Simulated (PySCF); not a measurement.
Basis-set dependence of BeN⁺ at PBE0

PySCF, UKS reference; triplet, unpaired electrons π ↑↑; De to Be⁺ + N without counterpoise correction.

```csv
basis,relativity,functions,Re (Å),ωe (cm⁻¹),De (eV),μ (D)
3-21G,no relativity,18,1.648,851,1.96,-6.93
x2c-SVPall,spin-free X2C,23,1.611,895,1.90,-7.39
def2-SVPD,no relativity,32,1.607,921,2.01,-7.32
```

**Question.** How does each smaller set differ from the one with most functions, def2-SVPD?

**Answer.** 3-21G: +4.1 pm, -7.6 % in ωe, -0.05 eV in De; x2c-SVPall: +0.4 pm, -2.8 % in ωe, -0.11 eV in De. All at PBE0; the set with most functions is neither the basis-set limit nor always the best. The rows treat relativity differently, so the differences are not basis effects alone.

A positive dipole points towards N; it is taken about the centre of mass and depends on that origin. For an ion De counts to the pair picked by the measured ionisation energies or electron affinities, which need not be the lowest pair at this level. 3-21G is very small, so such numbers show the basis as much as the molecule. The state was picked by a PBE0 search and need not be the measured ground state.
